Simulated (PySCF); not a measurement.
In(H)2(OAc) (C₂H₅InO₂), SMILES O=C(C)[O][InH2].

Geometry optimised at B3LYP-D3(BJ)/def2-SVP. The def2 effective core potentials stand for the cores of In; spin–orbit coupling is left out.

All values below come from IEF-PCM-M06-2X/def2-SVP in PySCF.

The values are the electrostatic part of the solvation free energy, E(continuum) − E(gas) at the gas-phase geometry, in a cavity of scaled van der Waals radii (PySCF's table); cavitation and dispersion terms are not included. A continuum can't describe solvent molecules that bind to the metal. In vacuum the orbital gap is 9.35 eV. The dipole moment in vacuum is 0.12 D.

Estimate the values in water (ε = 78.36), ethylethanoate (ε = 5.99), chlorobenzene (ε = 5.70). (An estimate is asked for; the answer gives what the named calculation found.)


```tsv
solvent	ε	ΔG(elec) (kcal/mol)	dipole (D)	gap (eV)
water	78.36	-6.1	0.18	9.52
ethylethanoate	5.99	-4.8	0.16	9.48
chlorobenzene	5.70	-4.7	0.16	9.48
```
